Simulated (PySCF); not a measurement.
# Radial density of Pm⁺ (promethium, charge +1)

r2SCAN, [Xe] 4f4 6s1 6p1, one real determinant (an excited configuration). All numbers are calculated (PySCF 2.14, the spin-free X2C one-electron Hamiltonian (Gaussian nucleus), in cc-pVDZ-X2C (8s7p5d3f1g, 84 functions)).

```json
{"r (bohr)": "0.0179", "4πr²ρ (e/bohr)": "80.76", "4πr²(ρα − ρβ)": "0.0055"}
{"r (bohr)": "0.0302", "4πr²ρ (e/bohr)": "70.50", "4πr²(ρα − ρβ)": "0.0087"}
{"r (bohr)": "0.0508", "4πr²ρ (e/bohr)": "91.89", "4πr²(ρα − ρβ)": "0.0222"}
{"r (bohr)": "0.0854", "4πr²ρ (e/bohr)": "101.5", "4πr²(ρα − ρβ)": "0.0142"}
{"r (bohr)": "0.144", "4πr²ρ (e/bohr)": "80.10", "4πr²(ρα − ρβ)": "0.1134"}
{"r (bohr)": "0.242", "4πr²ρ (e/bohr)": "83.91", "4πr²(ρα − ρβ)": "0.7807"}
{"r (bohr)": "0.406", "4πr²ρ (e/bohr)": "35.72", "4πr²(ρα − ρβ)": "3.0576"}
{"r (bohr)": "0.683", "4πr²ρ (e/bohr)": "36.07", "4πr²(ρα − ρβ)": "4.3304"}
{"r (bohr)": "1.15", "4πr²ρ (e/bohr)": "11.69", "4πr²(ρα − ρβ)": "2.4665"}
{"r (bohr)": "1.93", "4πr²ρ (e/bohr)": "4.395", "4πr²(ρα − ρβ)": "0.3577"}
{"r (bohr)": "3.25", "4πr²ρ (e/bohr)": "0.7900", "4πr²(ρα − ρβ)": "0.5862"}
{"r (bohr)": "5.47", "4πr²ρ (e/bohr)": "0.3068", "4πr²(ρα − ρβ)": "0.3065"}
{"r (bohr)": "9.20", "4πr²ρ (e/bohr)": "0.005404", "4πr²(ρα − ρβ)": "0.0054"}
{"r (bohr)": "15.5", "4πr²ρ (e/bohr)": "1.651e-05", "4πr²(ρα − ρβ)": "0.0000"}
```

Densities and radii are taken from the X2C orbitals without a picture-change correction, which distorts them close to the nucleus.

⟨L²⟩ = 36.07 against 56 for a pure K term, so this real determinant mixes terms. Spin-orbit coupling, absent here, splits the open shell strongly.
